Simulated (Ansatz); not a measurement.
Gas-phase electronic energies from Ansatz, PBE0-D4/def2-TZVP geometries. CCSD(T)/CBS adds triple-zeta CCSD(T) − MP2 to the extrapolated MP2 energy (def2 sets, frozen cores). This one scheme is used for every species. DFT in def2-TZVPP. B3LYP here is the variant with VWN-RPA as its local correlation; programs differ in this. For Ga outer-core shells are correlated without core-valence functions, which leaves a few kJ/mol of doubt a bond. Scalar relativity is left out up to krypton. One conformer a species, not always the lowest.

`BB` + `[OH][Ga]([Cl])[O][SiH3]` → `B[O][Ga]([Cl])[O][SiH3]` + BH₃  (cleavage of the B–B bond)

| level | ΔE (kJ/mol) | difference from CCSD(T)/CBS |
| --- | --- | --- |
| r2SCAN-D4 | -120.1 | 12.1 |
| PBE0-D4 | -120.2 | 12.0 |
| B3LYP-D4 | -130.5 | 1.7 |
| ωB97X-V | -128.4 | 3.8 |
| ωB97M-V | -131.4 | 0.8 |
| B2PLYP | -133.2 | -1.0 |
| r2SCAN | -118.9 | 13.3 |
| B3LYP | -125.0 | 7.2 |
| HF/def2-TZVPP | -145.4 | -13.2 |
| MP2/def2-TZVPP | -142.4 | -10.2 |
| SCS-MP2/def2-TZVPP | -143.9 | -11.7 |
| CCSD/def2-TZVPP | -136.5 | -4.3 |
| CCSD(T)/def2-TZVPP | -137.3 | -5.1 |
| MP2/def2-QZVPP | -139.6 | -7.4 |
| SCS-MP2/def2-QZVPP | -141.2 | -9.0 |
| MP2/CBS(def2) | -137.2 | -5.0 |
| CCSD(T)/CBS | -132.2 | 0 |

Largest T1 diagnostic among the species: 0.014.

The D4 term adds −5.5 kJ/mol with B3LYP and −3.2 kJ/mol with PBE0; it sums over pairs of atoms, weighted by their polarisabilities, and B3LYP, whose exchange is more repulsive, gets the larger term. From PBE to PBE0 (25 % exact exchange), in def2-TZVPP and without D4, ΔE moves by −7.9 kJ/mol.
